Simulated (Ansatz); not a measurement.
InSn9H16, a doped cluster cut from the lattice of tin (In on a surface site): single points at one geometry.

```yaml
crystal:
  periodic: [false, false, false]
  atoms:
    - {symbol: Sn, position_ang: [-1.680172, 1.681561, -1.686578]}
    - {symbol: Sn, position_ang: [1.569217, -1.614154, -1.589220]}
    - {symbol: Sn, position_ang: [-1.571876, -1.619097, 1.548623]}
    - {symbol: In, position_ang: [1.622206, 2.103729, 1.599495]}
    - {symbol: Sn, position_ang: [-3.235300, 0.040474, -0.006468]}
    - {symbol: Sn, position_ang: [-0.078783, -3.345659, -0.101151]}
    - {symbol: Sn, position_ang: [-0.006506, 0.034947, -3.240542]}
    - {symbol: Sn, position_ang: [-0.144747, 3.444250, -0.116674]}
    - {symbol: Sn, position_ang: [3.030949, -0.153349, 0.341886]}
    - {symbol: Sn, position_ang: [0.343149, -0.146473, 3.022007]}
    - {symbol: H, position_ang: [-2.770926, 2.504733, -2.769690]}
    - {symbol: H, position_ang: [2.725685, -2.511234, -2.537841]}
    - {symbol: H, position_ang: [-2.511536, -2.512105, 2.717429]}
    - {symbol: H, position_ang: [2.698478, 2.979771, 2.669410]}
    - {symbol: H, position_ang: [-4.306652, -0.985269, -0.913160]}
    - {symbol: H, position_ang: [-4.219561, 0.999964, 1.056704]}
    - {symbol: H, position_ang: [-1.113375, -4.292039, -1.125040]}
    - {symbol: H, position_ang: [0.868270, -4.442090, 0.855107]}
    - {symbol: H, position_ang: [-0.927747, -0.992967, -4.297666]}
    - {symbol: H, position_ang: [1.037982, 0.993753, -4.244786]}
    - {symbol: H, position_ang: [0.674856, 4.511237, -1.223035]}
    - {symbol: H, position_ang: [-1.283168, 4.442386, 0.742965]}
    - {symbol: H, position_ang: [4.420343, 0.653482, -0.352854]}
    - {symbol: H, position_ang: [3.669094, -1.259349, 1.521922]}
    - {symbol: H, position_ang: [-0.362005, 0.702056, 4.381732]}
    - {symbol: H, position_ang: [1.527923, -1.226156, 3.701424]}
basis:
  gaussian: {orbitals: def2-SVP, initial_orbitals: start.molden}
magnetization: {spin_polarized: true, initial_magnetization: 1}
hamiltonian: {xc: pbe0, dispersion: d4}
scf: {omitted_lower_state_checks: [starts]}
output: {orbitals: {seedname: orbitals}}
```

The file start.molden holds the orbitals of an earlier run on this structure, at another level or in another basis.

```sh
$ ansatz run in.yaml --threads 2 --pin off --events-out ev --progress --plain --max-ram 32768MiB --backend cuda --devices 0, --max-vram 18GiB
```

It prints (some lines left out):

```
Functional definition: PBE0
4233 factors; integrals over basis functions are off by at most 4.2e-4 eV
mean field evaluation 1: about -57920.2487 eV, gradient 4.3e1 eV
mean field evaluation 2: about -57920.8695 eV, gradient 6.2e-1 eV
mean field evaluation 4: about -57921.0061 eV, gradient 3.4e-3 eV
mean field -57921.00612909 eV, -2128.5577149759 hartree, gradient 2.6e-5 eV, S^2 0.754914; 0 other end points of the search recorded, 0 dependent functions left out
reference -57921.00620206 eV, -2128.5577176576 hartree; 118, 117 occupied and 222, 223 virtual orbitals, 4233 factors
Total energy: -57922.32205169 eV, -2128.6060742396 hartree
Checks for a lower state left out: starts
```

Hardware: 2 threads of AMD EPYC 7R13 on a shared host and a share (18 GiB) of an NVIDIA H100 80GB HBM3. Wall time 14 s, peak host memory 1.1 GiB.

As the first input, with `gaussian: {orbitals: def2-TZVP, fitting: {mean_field: def2-universal-jkfit}, initial_orbitals: start.molden}`, `hamiltonian: {xc: r2scan, dispersion: d4}`, `output: {forces: true, orbitals: {seedname: orbitals}}` (abridged; 18 s):

```
Functional definition: r2SCAN
mean field -57943.41844534 eV, -2129.3813524066 hartree, gradient 2.4e-5 eV, S^2 0.757799
Total energy: -57943.78590099 eV, -2129.3948561527 hartree
Atom 0 force    -0.087633     0.030157    -0.067562 eV/Å
Atom 1 force     0.068291    -0.077369    -0.043188 eV/Å
Atom 2 force    -0.055127    -0.075382     0.081847 eV/Å
Atom 3 force     0.058316     0.017416     0.053923 eV/Å
Atom 4 force    -0.106085    -0.009045     0.011501 eV/Å
Atom 5 force    -0.008687    -0.086603     0.002497 eV/Å
Atom 6 force     0.003011    -0.007655    -0.124607 eV/Å
Atom 7 force    -0.031505     0.142648    -0.038629 eV/Å
Atom 8 force     0.167242    -0.050000     0.000936 eV/Å
Atom 9 force     0.019886    -0.052990     0.183381 eV/Å
Atom 10 force     0.181594    -0.127852     0.174970 eV/Å
Atom 11 force    -0.176999     0.149077     0.152330 eV/Å
Atom 12 force     0.158805     0.150244    -0.186569 eV/Å
Atom 13 force    -0.161141    -0.122993    -0.157988 eV/Å
Atom 14 force     0.172561     0.174659     0.160257 eV/Å
Atom 15 force     0.158727    -0.164508    -0.180479 eV/Å
Atom 16 force     0.174763     0.153700     0.171389 eV/Å
Atom 17 force    -0.159932     0.178797    -0.164757 eV/Å
Atom 18 force     0.162243     0.174225     0.171757 eV/Å
Atom 19 force    -0.172300    -0.161740     0.162609 eV/Å
Atom 20 force    -0.145134    -0.177598     0.191488 eV/Å
Atom 21 force     0.191063    -0.157293    -0.145621 eV/Å
Atom 22 force    -0.227984    -0.127553     0.114713 eV/Å
Atom 23 force    -0.093810     0.177484    -0.182002 eV/Å
Atom 24 force     0.115769    -0.138480    -0.227089 eV/Å
Atom 25 force    -0.205935     0.188654    -0.115106 eV/Å
Dipole moment:    -0.056333    -0.191098    -0.056530 e Å
Checks for a lower state left out: starts
```

As the first input, with `gaussian: {orbitals: def2-TZVP, fitting: {mean_field: def2-universal-jkfit}, initial_orbitals: start.molden}`, `hamiltonian: {xc: {name: BLYP}, dispersion: d4}` (abridged; 9.5 s):

```
Functional definition: BLYP
mean field -57905.22780982 eV, -2127.9778724377 hartree, gradient 6.5e-5 eV, S^2 0.751720
Total energy: -57908.00140312 eV, -2128.0798001116 hartree
Checks for a lower state left out: starts
```

First input, but with `gaussian: {orbitals: def2-TZVP, fitting: {mean_field: def2-universal-jkfit}, initial_orbitals: start.molden}`, `hamiltonian: {xc: {name: PBE-QIDH}}` and without the key `output` (abridged; 11 s):

```
Functional definition: PBE-QIDH
mean field -57836.20178620 eV, -2125.4412128573 hartree, gradient 2.5e-6 eV, S^2 0.766842
40 core orbitals not correlated: weight in the atoms' cores, before any rotation towards them, 1.000 or more for the frozen orbitals, at most 0.000 for the correlated occupied ones
second order -97.88423219 eV of doubles, -0.00000000 eV of singles
Total energy: -57868.82990197 eV, -2126.6402739957 hartree
Checks for a lower state left out: starts
```

First input, but with `gaussian: {orbitals: def2-TZVP, fitting: {mean_field: def2-universal-jkfit}, initial_orbitals: start.molden}` (abridged; 14 s):

```
Functional definition: PBE0
mean field -57922.92994290 eV, -2128.6284138295 hartree, gradient 3.5e-5 eV, S^2 0.755817
Total energy: -57924.24588796 eV, -2128.6767739185 hartree
Checks for a lower state left out: starts
```

Geometry: PBE-D4/def2-SVP.

In the def2 sets In, Sn take a core potential; there is no spin–orbit coupling. Correlated methods freeze 40 core orbitals; core or outer-core shells of Sn, In are correlated, in sets that lack core-valence functions. Single mean-field runs in def2-TZVP are fitted with def2-universal-jkfit.
